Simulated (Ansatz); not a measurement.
System: CAu, charge 0, multiplicity 2. SMILES: [C][Au]
Geometry: optimised at B3LYP-D3(BJ)/def2-TZVP (Ansatz, a first-principles code).

Wanted: atomisation energy, in kcal/mol. Conventions: def2 sets with scalar-relativistic core potentials past Kr; no spin-orbit coupling; open shells spin-unrestricted; atomisation electronic, to ground-state atoms; LANL2DZ with its own core potentials from Na on. Ab initio and DFT rows: single points at B3LYP-D3(BJ) geometries (Ansatz). The spin state of an ion or metal species was assumed, not searched.

```json
[
 {"species": "[C][Au]", "coefficient": "-1", "E at B3LYP/LANL2DZ (Ansatz), Eh": "-173.37680", "E at wB97M-V/def2-TZVPD (Ansatz), Eh": "-173.55495"},
 {"species": "Au atom", "coefficient": "+1", "E at B3LYP/LANL2DZ (Ansatz), Eh": "-135.43979", "E at wB97M-V/def2-TZVPD (Ansatz), Eh": "-135.61833"},
 {"species": "C atom", "coefficient": "+1", "E at B3LYP/LANL2DZ (Ansatz), Eh": "-37.85342", "E at wB97M-V/def2-TZVPD (Ansatz), Eh": "-37.84643"}
]
```

 1 Eh = 627.5095 kcal/mol.

**Question.** Compute it at each level from the table.

**Answer.** 
- B3LYP/LANL2DZ: the sum of coefficient times E is 0.08359 Eh, or 52.45 kcal/mol. Result: 52.5 kcal/mol.
- wB97M-V/def2-TZVPD: the sum of coefficient times E is 0.09019 Eh, or 56.60 kcal/mol. Result: 56.6 kcal/mol.
